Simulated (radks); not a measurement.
Effect of the nuclear size on neutral rubidium, [Kr] 5s1. Calculated with a radial shooting solver on a logarithmic mesh with Libxc functionals: Dirac Kohn-Sham, BLYP, spin-unpolarised, spherical densities, finite nucleus; Fermi nuclear charge, rms radius 4.2036 fm. The rms radius is varied about that value; shifts are against it.

| rms radius (fm) | total energy shift (eV) | density at nucleus (e/bohr^3) | 1s1/2 shift (meV) | 2s1/2 shift (meV) | 3p1/2 shift (meV) | 4s1/2 shift (meV) |
|---|---|---|---|---|---|---|
| 3.5142 | -0.218 | 5.58e+04 | -92.4 | -9.44 | 0.152 | -0.177 |
| 3.9682 | -0.0784 | 5.523e+04 | -33.2 | -3.40 | 0.055 | -0.064 |
| 4.2036 | 0 | 5.496e+04 | 0.000 | 0.000 | 0.000 | 0.000 |
| 4.3339 | 0.0452 | 5.482e+04 | 19.2 | 1.96 | -0.031 | 0.037 |
| 4.8636 | 0.242 | 5.429e+04 | 103 | 10.5 | -0.168 | 0.196 |

Slopes of the eigenvalues against <r^2> in GHz/fm^2, as finite differences over the two radii next to the reference (eigenvalue slopes, not the field-shift constants of lines): 1s1/2 4170, 2s1/2 427, 3p1/2 -6.84, 4s1/2 7.97.
